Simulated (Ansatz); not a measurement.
`C=C[SiH]([SiH3])[SiH3]` + `NC(O)(O)F` → `OC(O)(F)N[SiH3]` + `C=C[SiH2][SiH3]`  (cleavage of the Si–Si bond)

Computed with Ansatz on PBE0-D4/def2-TZVP structures; ΔE is electronic, products minus reactants. CCSD(T)/CBS is the MP2 limit (def2-TZVPP, def2-QZVPP) plus CCSD(T) − MP2 in def2-TZVPP, frozen cores. DFT in def2-TZVPP. B3LYP here is the variant with VWN-RPA as its local correlation; programs differ in this. One conformer a species, not always the lowest.

| level | ΔE (kJ/mol) |
| --- | --- |
| ωB97M-V | -38.2 |
| B3LYP | -33.8 |

Question: What does CCSD(T)/CBS give? (Best estimate.)

Answer: Computed: -33.7 kJ/mol. The listed levels differ from it by -4.5, -0.1 kJ/mol.

Largest T1 diagnostic among the species: 0.013.

From PBE to PBE0 (25 % exact exchange), in def2-TZVPP and without D4, ΔE moves by −5.6 kJ/mol. In def2-TZVPP, CCSD(T) changes the Hartree–Fock value by +16.7 kJ/mol (the triples alone add +2.7 kJ/mol) and MP2 by +10.8 kJ/mol.
